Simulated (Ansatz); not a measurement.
Isolated molecules relaxed with PBE0-D4/def2-TZVP in Ansatz; ΔE leaves out vibrations. CBS: MP2 limit from def2 TZ/QZ plus the TZ coupled-cluster correction, frozen cores. DFT in def2-TZVPP. B3LYP here is the variant with VWN-RPA as its local correlation; programs differ in this. Each species was taken in one conformer, which may not be the lowest.

Reaction (isomerisation): `CB(O)[SiH2][SiH3]` → `[SiH3]BOC[SiH3]`

`CB(O)[SiH2][SiH3]`:

```xyz
14

C     1.142   -1.725    0.520
B     0.031   -1.199   -0.447
O    -0.900   -2.084   -0.886
Si   -0.064    0.764   -1.000
Si   -0.680    2.090    0.829
H     1.107   -1.185    1.474
H     2.138   -1.527    0.110
H     1.051   -2.795    0.723
H    -1.552   -1.707   -1.481
H    -1.070    0.978   -2.087
H     1.251    1.262   -1.499
H     0.306    1.921    1.932
H    -2.016    1.673    1.339
H    -0.745    3.533    0.473
```

`[SiH3]BOC[SiH3]`:

```xyz
14

Si   -2.293    0.953   -1.452
B    -0.755    0.175   -0.391
O     0.437    0.783   -0.423
C     1.586    0.316    0.281
Si    1.422   -1.222    1.384
H    -3.457    1.202   -0.554
H    -2.741   -0.029   -2.481
H    -1.947    2.227   -2.139
H    -0.888   -0.830    0.268
H     2.371    0.131   -0.460
H     1.946    1.145    0.900
H     1.088   -2.447    0.616
H     0.447   -1.026    2.485
H     2.784   -1.379    1.967
```

(1) Is it downhill or uphill in electronic energy at CCSD(T)/CBS, and by how much? (Estimate.)

(2) What do these levels give: PBE0-D4, B2PLYP, PBE, r2SCAN, PBE0, B3LYP, HF/def2-TZVPP, SCS-MP2/def2-TZVPP, CCSD(T)/def2-TZVPP, HF/def2-QZVPP, SCS-MP2/def2-QZVPP, HF/CBS(def2)? (Estimate.)

Largest T1 diagnostic among the species: 0.015.

## Answers

(1) Ansatz gave: Uphill: ΔE = +1.36 eV.

(2) Computed: PBE0-D4 1.47, B2PLYP 1.31, PBE 1.45, r2SCAN 1.44, PBE0 1.46, B3LYP 1.30, HF/def2-TZVPP 1.20, SCS-MP2/def2-TZVPP 1.27, CCSD(T)/def2-TZVPP 1.33, HF/def2-QZVPP 1.19, SCS-MP2/def2-QZVPP 1.28, HF/CBS(def2) 1.19 eV.

In def2-TZVPP, CCSD(T) changes the Hartree–Fock value by +0.13 eV (the triples alone add +0.01 eV) and MP2 by +0.17 eV.
